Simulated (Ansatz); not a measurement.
Consider the redistribution: `CC[Si](F)(F)F` + `[F][In]([F])[I]` → `F[Si](F)(F)I` + `C[CH2][In]([F])[F]`.

Program: Ansatz. Geometries: PBE0-D4/def2-TZVP. ΔE: electronic, gas phase. CBS: MP2 limit from def2 TZ/QZ plus the TZ coupled-cluster correction, frozen cores. Functionals use def2-TZVPP. def2 core potentials past Kr. For I, In outer-core shells are correlated without core-valence functions, which leaves a few kJ/mol of doubt a bond. Each species was taken in one conformer, which may not be the lowest.

`CC[Si](F)(F)F`:

Z-matrix (Å, degrees):
```
C
C 1 1.529
H 1 1.092 2 111.4
H 1 1.092 2 111.4 3 -120.2
H 1 1.092 2 110.9 3 119.9
Si 2 1.835 1 113.7 3 60.1
H 2 1.095 1 110.8 3 -61.3
H 2 1.095 1 110.8 3 -178.5
F 6 1.579 2 112.0 1 179.9
F 6 1.580 2 111.7 1 -59.9
F 6 1.580 2 111.7 1 59.7
```

`[F][In]([F])[I]`:

```xyz
4

F    -0.199   -0.859   -1.786
In    0.014    0.048   -0.098
F     0.491    1.902   -0.330
I    -0.305   -1.092    2.215
```

`F[Si](F)(F)I`:

Cartesian coordinates in Å:
```
F -1.372 -0.872 0.000
Si -0.009 -0.099 0.100
F 1.153 -1.144 -0.045
F 0.085 0.537 1.532
I 0.143 1.578 -1.587
```

`C[CH2][In]([F])[F]`:

Z-matrix (Å, degrees):
```
C
C 1 1.520
H 1 1.091 2 112.1
H 1 1.091 2 112.1 3 -120.8
H 1 1.094 2 110.2 3 119.6
In 2 2.137 1 114.1 3 60.4
H 2 1.092 1 112.1 3 -59.5
H 2 1.092 1 112.1 3 -179.7
F 6 1.945 2 128.6 1 -179.2
F 6 1.948 2 125.0 1 0.8
```

CCSD(T)/CBS gives +19.2 kcal/mol.

Task: Another level gave +20.2 kcal/mol. Which?
A. LC-ωPBE/def2-TZVPP
B. RPA@PBE/def2-TZVPP
C. HF/def2-TZVPP
D. revPBE-D4/def2-TZVPP

Result: A. LC-ωPBE 20.2, HF/def2-TZVPP 26.2, revPBE-D4 17.4, RPA@PBE/def2-TZVPP 18.5 kcal/mol.

Largest T1 diagnostic among the species: 0.015.

From r2SCAN to r2SCAN0 (25 % exact exchange), in def2-TZVPP and without D4, ΔE moves by +1.4 kcal/mol. At CCSD(T), def2-SVP lies +5.9 kcal/mol from the extrapolated value and def2-TZVPP +0.1 kcal/mol.
